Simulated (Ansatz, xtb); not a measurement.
## C4H9BO2: which of two isomers lies lower

Structure a: `CB1OCCCO1`, a singlet. Structure b: `C[C@@H]1CCOBO1`, a singlet. Both are isolated molecules in the gas phase, relaxed with r2SCAN-D4/def2-SVP; the shapes shown needn't be the lowest conformers.

a (Å):

```xyz
16

C    -0.7352    3.1821    0.5255
C    -1.5428   -0.5876    0.3884
C    -0.2412   -1.0444    1.0260
C     0.9195   -0.3057    0.3807
B    -0.5478    1.6258    0.4468
O    -1.6631    0.8271    0.4231
O     0.7188    1.1004    0.4172
H    -1.4634    3.5305   -0.2245
H     0.2111    3.7239    0.3858
H    -1.1497    3.4639    1.5085
H    -2.4159   -1.0114    0.9115
H    -1.5941   -0.9272   -0.6640
H    -0.1165   -2.1344    0.9141
H    -0.2630   -0.8234    2.1082
H     1.8693   -0.5216    0.8970
H     1.0387   -0.6236   -0.6728
```

b (Å):

```xyz
16

C    -0.9170   -1.2092   -1.1352
C    -0.2462   -0.2896   -0.1354
C    -1.1435    0.0989    1.0342
C    -0.4537    1.1383    1.9018
B     0.2683    2.0871   -0.1925
O    -0.0182    2.2510    1.1295
O     0.1803    0.8881   -0.8340
H    -1.8216   -0.7317   -1.5439
H    -0.2349   -1.4238   -1.9707
H    -1.2037   -2.1601   -0.6604
H     0.6632   -0.7842    0.2613
H    -2.0898    0.5119    0.6387
H    -1.3982   -0.7910    1.6338
H    -1.1313    1.5195    2.6829
H     0.4219    0.6958    2.4125
H     0.6147    3.0519   -0.8260
```

Quicker runs give these differences E(b) − E(a): GFN2-xTB −33.6 kJ/mol; HF/STO-3G +28.0 kJ/mol (at GFN2-xTB geometries); r2SCAN-D4/def2-SVP//GFN2-xTB +33.5 kJ/mol.

Task: Estimate which is lower in electronic energy at CCSD(T)/def2-SVP + ΔMP2/def2-TZVPP, and by roughly how much.

Result: The CCSD(T)/def2-SVP + ΔMP2/def2-TZVPP calculation puts structure a lower, by 28.2 kJ/mol.

How the difference moves with the method:

```
                             level            geometry  E(b) − E(a) (kJ/mol)  departure from the last row (kJ/mol)  job, with rough time for the two
                          GFN2-xTB            GFN2-xTB                   −33.6                                 −61.8              optimisation, 0.21 s
                         HF/STO-3G            GFN2-xTB                   +28.0                                  −0.1              single point, 0.36 s
      r2SCAN-D4/def2-SVP//GFN2-xTB            GFN2-xTB                   +33.5                                  +5.3               single point, 4.2 s
                r2SCAN-D4/def2-SVP  r2SCAN-D4/def2-SVP                   +32.1                                  +3.9                optimisation, 29 s
                       HF/def2-SVP  r2SCAN-D4/def2-SVP                   +33.4                                  +5.2           part of the CCSD(T) run
                      MP2/def2-SVP  r2SCAN-D4/def2-SVP                   +25.1                                  −3.0           part of the CCSD(T) run
                  CCSD(T)/def2-SVP  r2SCAN-D4/def2-SVP                   +24.8                                  −3.4                      single point
CCSD(T)/def2-SVP + ΔMP2/def2-TZVPP  r2SCAN-D4/def2-SVP                   +28.2                                                      single point, 89 s
```

As drawn, b has 1 C–C, 1 B–H in place of 1 C–B, 1 C–H.

GFN2-xTB puts the two in the other order. The largest departure from CCSD(T)/def2-SVP + ΔMP2/def2-TZVPP is that of GFN2-xTB, 61.8 kJ/mol. The last row adds to CCSD(T) the change of the MP2 difference between the two basis sets, here +3.4 kJ/mol.

With thermal terms from frequencies at re-optimised GFN2-xTB minima (ideal gas, soft modes damped towards free rotors, one conformer each, 298.15 K, 1 atm): on the last row, ΔE + ΔZPE = +28.0, ΔH = +26.4, ΔG = +31.7 kJ/mol.

The correlated steps freeze 7 core orbitals. Mirror images aren't counted in ΔG. Codes used: Ansatz 0.2.0, xtb 6.7.1; the last row on 4 threads of Arm Neoverse V1 on a shared host.
